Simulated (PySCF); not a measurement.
## Electronic structure of S⁺ (sulfur, charge +1) at the UHF level

Configuration: [Ne] 3s2 3p3, high-spin 4S determinant. Calculation: PySCF 2.14, in def2-TZVP (5s5p2d1f, 37 functions); no relativity, point nucleus.

```
Total energy                                     : -397.162684 hartree
One-electron energy                              : -542.9212 hartree
Hartree (Coulomb) energy                         : 170.5496 hartree
Exchange energy                                  : -24.7911 hartree
Kinetic energy                                   : 397.14810 hartree
⟨S²⟩                                             : 3.7506
⟨L²⟩                                             : 0.000
Sum of ⟨r⟩                                       : 12.76 bohr
Sum of ⟨r²⟩                                      : 20.84 bohr²
Density at the nucleus (Gaussians lack the cusp) : 2570 bohr⁻³
Spin density at the nucleus                      : 0.340 bohr⁻³
Langevin diamagnetic susceptibility              : -16.5 ×10⁻⁶ cm³/mol
Time after the integrals                         : 0.12 s of wall time on 1 thread of Neoverse-N1 (shared host)
```

```csv
shell,electrons,mean orbital energy (hartree),"rms radius, mean of both spins (bohr)"
1s α,1,-92.44805,0.113
1s β,1,-92.41415,0.113
2s α,1,-9.44319,0.518
2s β,1,-9.41115,0.518
2p α,3,-7.13318,0.492
2p β,3,-7.07362,0.492
3s α,1,-1.41254,1.79
3s β,1,-1.06781,1.79
3p α,3,-0.86230,2.04
```
